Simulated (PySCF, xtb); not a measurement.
C₃H₇FSi, SMILES C1C(F)C[SiH2]1.

GFN2-xTB (xtb) at its own geometry gives an orbital gap of 4.86 eV and a dipole moment of 2.71 D.

Geometry: ωB97X-D3(BJ)/def2-SVP. This is a generated structure with no PubChem entry under its InChIKey; it may be hypothetical.

### Question
What does r2SCAN/def2-TZVP in PySCF give? (An estimate is asked for; the answer gives what the named calculation found.)

### Answer
gap 7.17 eV (levels -7.35 and -0.18 eV), dipole 1.41 D.
